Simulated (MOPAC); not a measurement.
MOPAC input (PM6):

```
PM6 1SCF GEO-OK AUX(PRECISION=9) THREADS=1
FO2Ta

Ta    0.03976500 1   -0.05345300 1   -0.14586400 1
O    -1.37772200 1   -0.95935200 1    0.30020100 1
O    -0.46897200 1    1.59327100 1   -0.38748900 1
F     1.31896400 1   -0.12991900 1    1.26070800 1
```

Output:

```
 *******************************************************************************
 **                                                                           **
 **                              MOPAC v23.2.5                                **
 **                                                                           **
 *******************************************************************************
 ** MOPAC's Digital Object Identifier: https://doi.org/10.5281/zenodo.6511958 **
 **                                                                           **
 ** Please cite the open-source release paper for use of this MOPAC version:  **
 ** J. E. Moussa and J. J. P. Stewart (2026)                                  **
 ** MOPAC: An open-source semiempirical molecular orbital program             **
 ** J. Open Source Softw., 11(119), 8025, https://doi.org/10.21105/joss.08025 **
 *******************************************************************************

                              PM6 CALCULATION RESULTS

 *******************************************************************************
 *  PM6        - The PM6 Hamiltonian to be used
 *  GEO-OK     - OVERRIDE INTERATOMIC DISTANCE AND OTHER SAFETY CHECKS
 *  1SCF       - DO 1 SCF AND THEN STOP
 *  AUX        - OUTPUT AUXILIARY INFORMATION
 *******************************************************************************
PM6 1SCF GEO-OK AUX(PRECISION=9) THREADS=1
 FO2Ta

   ATOM   CHEMICAL          X               Y               Z
  NUMBER   SYMBOL      (ANGSTROMS)     (ANGSTROMS)     (ANGSTROMS)

     1      Ta          0.03976500  *  -0.05345300  *  -0.14586400  *
     2       O         -1.37772200  *  -0.95935200  *   0.30020100  *
     3       O         -0.46897200  *   1.59327100  *  -0.38748900  *
     4       F          1.31896400  *  -0.12991900  *   1.26070800  *

          CARTESIAN COORDINATES

    NO.       ATOM           X           Y           Z

     1        Ta          0.0398     -0.0535     -0.1459
     2         O         -1.3777     -0.9594      0.3002
     3         O         -0.4690      1.5933     -0.3875
     4         F          1.3190     -0.1299      1.2607

 General Reference for PM6:
 "Optimization of Parameters for Semiempirical Methods V: Modification of NDDO Approximations
 and Application to 70 Elements", J. J. P. Stewart, J. Mol. Mod., 13, 1173-1213 (2007)
 URL: https://link.springer.com/article/10.1007/s00894-007-0233-4

           Empirical Formula: O2 Ta F  =     4 atoms

      MOLECULAR POINT GROUP   :   Cs

      RHF CALCULATION, NO. OF DOUBLY OCCUPIED LEVELS = 12

 -------------------------------------------------------------------------------
 PM6 1SCF GEO-OK AUX(PRECISION=9) THREADS=1
 FO2Ta

     1SCF WAS SPECIFIED, SO BFGS WAS NOT USED
     SCF FIELD WAS ACHIEVED

                              PM6 CALCULATION
                                                       MOPAC v23.2.5 Linux

          FINAL HEAT OF FORMATION =       -226.77618 KCAL/MOL =    -948.83154 KJ/MOL

          COSMO AREA              =        100.26 SQUARE ANGSTROMS
          COSMO VOLUME            =         88.57 CUBIC ANGSTROMS

          IONIZATION POTENTIAL    =          9.374013 EV
          HOMO LUMO ENERGIES (EV) =         -9.374  0.092
          NO. OF FILLED LEVELS    =         12
          MOLECULAR WEIGHT        =        231.9451         POINT GROUP:  Cs

          MOLECULAR DIMENSIONS (Angstroms)

            Atom       Atom       Distance
            F     4    O     3     2.98038
            O     3    O     2     2.46898
           Ta     1    F     4     0.61800

          SCF CALCULATIONS        =          1

   ATOM   CHEMICAL          X               Y               Z
  NUMBER   SYMBOL      (ANGSTROMS)     (ANGSTROMS)     (ANGSTROMS)

     1      Ta          0.03976500  *  -0.05345300  *  -0.14586400  *
     2       O         -1.37772200  *  -0.95935200  *   0.30020100  *
     3       O         -0.46897200  *   1.59327100  *  -0.38748900  *
     4       F          1.31896400  *  -0.12991900  *   1.26070800  *

                             CARTESIAN COORDINATES

   1   Ta        0.039765000    -0.053453000    -0.145864000
   2    O       -1.377722000    -0.959352000     0.300201000
   3    O       -0.468972000     1.593271000    -0.387489000
   4    F        1.318964000    -0.129919000     1.260708000

           Empirical Formula: O2 Ta F  =     4 atoms

      MOLECULAR POINT GROUP   :   Cs

                  EIGENVALUES
 -37.09150 -27.21367 -24.79079 -14.91166 -14.79432 -13.88840 -12.97234 -12.11911
 -11.71858 -10.68229 -10.18683  -9.37401   0.09159   2.88476   3.27061   3.54284
   5.45371   6.03965  45.20969  45.39957  45.48732

              NET ATOMIC CHARGES AND DIPOLE CONTRIBUTIONS

  ATOM NO.   TYPE          CHARGE      No. of ELECS.   s-Pop       p-Pop       d-Pop
    1         Ta           1.209496        3.7905     0.81457     0.01036     2.96557
    2          O          -0.382779        6.3828     1.78855     4.59423
    3          O          -0.382779        6.3828     1.78855     4.59423
    4          F          -0.443938        7.4439     1.95068     5.49326
 DIPOLE           X         Y         Z       TOTAL
 POINT-CHG.     0.814    -1.199    -3.375     3.673
 HYBRID         0.298    -0.152    -0.171     0.376
 SUM            1.112    -1.351    -3.546     3.955

          ATOMIC ORBITAL ELECTRON POPULATIONS

     Atom    s        px        py        pz      x^2-y^2     xz        z^2       yz        xy
    1 Ta   0.81457   0.00337   0.00562   0.00138   0.63427   0.59144   0.46522   0.65429   0.62035
    2  O   1.78855   1.58402   1.52487   1.48534
    3  O   1.78855   1.66137   1.50105   1.43181
    4  F   1.95068   1.74729   1.89219   1.85377

 **********************
 *                    *
 * JOB ENDED NORMALLY *
 *                    *
 **********************

 == MOPAC DONE ==
```

The geometry given is a B3LYP-D3(BJ)/def2-TZVP minimum.
